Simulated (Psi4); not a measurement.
H₃BCl₂OSi (SMILES [SiH3]OB(Cl)Cl), singlet, at a GFN2-xTB geometry; QCISD(T)/def2-SVP (Psi4).

Here is a job for Psi4.
```
memory 2 GB

molecule {
0 1
  B     0.00335835    0.06014520    0.48001600
  Cl   -0.46635317   -0.71762729    1.95747438
  Cl    0.77651618    1.62152095    0.57308637
  O    -0.22201043   -0.51885801   -0.66361242
  Si   -0.20591187   -0.66870573   -2.29447209
  H     0.45328283    0.49451383   -2.88360965
  H    -1.62644918   -0.74278325   -2.61769739
  H     0.54245282   -1.90590461   -2.48679731
}

set basis def2-svp
set freeze_core true

energy('qcisd(t)')
print_variables()
```

Q: Write the output that Psi4 gives for this input, abridged.

A: 
```
   => Loading Basis Set <=

    Name: DEF2-SVP
    Role: ORBITAL
    Keyword: BASIS

         ---------------------------------------------------------
                                   SCF
               by Justin Turney, Rob Parrish, Andy Simmonett
                          and Daniel G. A. Smith
                              RHF Reference
         ---------------------------------------------------------

  ==> Geometry <==

    Molecular point group: c1
    Full point group: C1

    Geometry (in Angstrom), charge = 0, multiplicity = 1:

       Center              X                  Y                   Z               Mass
    ------------   -----------------  -----------------  -----------------  -----------------
         B           -0.003953926641     0.035979390137     0.394679611103    11.009305360000
         CL          -0.473665446641    -0.741793099863     1.872137991103    34.968852682000
         CL           0.769203903359     1.597355140137     0.487749981103    34.968852682000
         O           -0.229322706641    -0.543023819863    -0.748948808897    15.994914619570
         SI          -0.213224146641    -0.692871539863    -2.379808478897    27.976926534650
         H            0.445970553359     0.470348020137    -2.968946038897     1.007825032230
         H           -1.633761456641    -0.766949059863    -2.703033778897     1.007825032230
         H            0.535140543359    -1.930070419863    -2.572133698897     1.007825032230

  Running in c1 symmetry.

  Rotational constants: A =      0.10700  B =      0.05055  C =      0.03477 [cm^-1]
  Rotational constants: A =   3207.74403  B =   1515.52691  C =   1042.24261 [MHz]
  Nuclear repulsion =  320.395083781078711

  Charge       = 0
  Multiplicity = 1
  Electrons    = 64
  Nalpha       = 32
  Nbeta        = 32

  ==> Algorithm <==

  SCF Algorithm Type is PK.
  DIIS enabled.
  MOM disabled.
  Fractional occupation disabled.
  Guess Type is SAD.
  Energy threshold   = 1.00e-08
  Density threshold  = 1.00e-08
  Integral threshold = 1.00e-12

  ==> Primary Basis <==

  Basis Set: DEF2-SVP
    Blend: DEF2-SVP
    Number of shells: 45
    Number of basis functions: 97
    Number of Cartesian functions: 102
    Spherical Harmonics?: true
    Max angular momentum: 2

  ==> Integral Setup <==

  Using in-core PK algorithm.
   Calculation information:
      Number of atoms:                   8
      Number of AO shells:              45
      Number of primitives:             93
[...]
  @RHF Final Energy: -1308.94688986329129
    Total Energy =                      -1308.9468898632912897
      * MP2 total energy:                  -1309.570009683755
[...]
        SS MP2.5 correlation energy:          -0.154431236752
        MP2.5 correlation energy:             -0.642948868379
      * MP2.5 total energy:                -1309.589838731670

        OS MP3 correlation energy:            -0.511511155899
        SS MP3 correlation energy:            -0.151266760395
        MP3 correlation energy:               -0.662777916294
      * MP3 total energy:                  -1309.609667779585

        OS MP4(SDQ) correlation energy:       -0.522322897513
        SS MP4(SDQ) correlation energy:       -0.143372198647
        MP4(SDQ) correlation energy:          -0.671452163404
      * MP4(SDQ) total energy:             -1309.618342026695

        OS QCISD correlation energy:          -0.524793977562
        SS QCISD correlation energy:          -0.147883703784
        QCISD correlation energy:             -0.672677681346
      * QCISD total energy:                -1309.619567544637

  Total time for QCISD iterations:      10.86 s (user)
                                         1.80 s (system)
                                           12 s (total)

  Time per iteration:                    0.84 s (user)
                                         0.14 s (system)
                                         1.00 s (total)

        ==> Resort (ov|vv) integrals for low-memory (T) computation <==

        *******************************************************
        *                                                     *
        *                     QCISD(T)                        *
        *                                                     *
        *******************************************************

        Using low-memory algorithm.

        num_threads:                      1
        memory requirements:       16.32 mb

        Number of abc combinations: 47905

        Computing (T) correction...

        % complete  total time
              10.0
              20.0
              30.0
              40.0
              50.0
              60.0
              70.0
              80.0
              90.0

        (T) energy                             -0.015061430601

        QCISD(T) correlation energy            -0.687739111947
      * QCISD(T) total energy               -1309.634628975238

  Variable Map:
  ----------------------------------------------------------------------------
[...]
  Array Variable Map:
  ----------------------------------------------------------------------------
[...]
[...]
```
